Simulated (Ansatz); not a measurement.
Species: [Zr(F)4] (charge 0, multiplicity 1).

Problem. Give a relaxed geometry from PBE-D3(BJ)/def2-SVP (Ansatz, a first-principles code).

Solution. the end point of this relaxation.
Z-matrix (Å, degrees):
```
Zr
F 1 1.9085
F 1 1.9085 2 109.47
F 1 1.9085 2 109.47 3 120.00
F 1 1.9085 2 109.47 4 120.00
```
